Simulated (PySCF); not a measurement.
**Orbital picture of MgIn**

r²SCAN at R = 3.034 Å; basis Mg def2-SVP, In def2-SVP with ECP28; scalar-relativistic core potentials; PySCF 2.14. State: ²Π (doublet), unpaired electrons π ↑. Only the outer orbitals are listed, counted within each symmetry, core potentials removing the inner ones.

| spin | orbital | occ. | ε (eV) | on Mg (%) | main shells (%) |
| --- | --- | --- | --- | --- | --- |
| α | 6σ | 1 | -18.97 | 0 | 100 In d |
| α | 3π | 1 | -18.95 | 0 | 100 In d |
| α | 1δ | 1 | -18.85 | 0 | 100 In d |
| α | 3π | 1 | -18.77 | 0 | 100 In d |
| α | 1δ | 1 | -18.76 | 0 | 100 In d |
| α | 7σ | 1 | -8.87 | 13 | 86 In s, 8 Mg s |
| α | 8σ | 1 | -5.08 | 73 | 73 Mg s, 19 In p |
| α | 4π | 1 | -3.25 | 22 | 77 In p, 20 Mg p |
| α | 4π | 0 | -2.71 | 26 | 74 In p, 24 Mg p |
| α | 9σ | 0 | -2.57 | 53 | 46 In p, 36 Mg p, 16 Mg s |
| α | 5π | 0 | -1.04 | 80 | 80 Mg p, 19 In p |
| β | 6σ | 1 | -18.97 | 0 | 100 In d |
| β | 3π | 1 | -18.95 | 0 | 100 In d |
| β | 1δ | 1 | -18.79 | 0 | 100 In d |
| β | 3π | 1 | -18.70 | 0 | 100 In d |
| β | 1δ | 1 | -18.68 | 0 | 100 In d |
| β | 7σ | 1 | -8.29 | 16 | 84 In s, 10 Mg s |
| β | 8σ | 1 | -4.95 | 77 | 76 Mg s, 15 In p |
| β | 9σ | 0 | -2.49 | 52 | 46 In p, 44 Mg p, 8 Mg s |
| β | 4π | 0 | -2.43 | 34 | 65 In p, 33 Mg p |
| β | 4π | 0 | -1.78 | 47 | 53 In p, 46 Mg p |

Task: Which are the highest filled and the lowest empty level, where do they sit, and how wide is the gap?

Result: Highest filled α 4π at -3.25 eV (in %: 77 In p, 20 Mg p); lowest empty α 4π at -2.71 eV (in %: 74 In p, 24 Mg p); the gap at r²SCAN is 0.54 eV. Both belong to one degenerate shell, split only by its one-sided filling, so this is no excitation gap.

- bond order (Mayer): 1.08
- ⟨S²⟩: 0.763
- charge on Mg (Mulliken, basis-dependent): -0.02
- charge on Mg (Löwdin, basis-dependent): -0.03
- dipole moment (positive dipole means Mg(−)In(+)): -1.09 D

Spin–orbit coupling is left out. The state is the lowest determinant that a PBE0 search found; another state may lie lower at other levels.
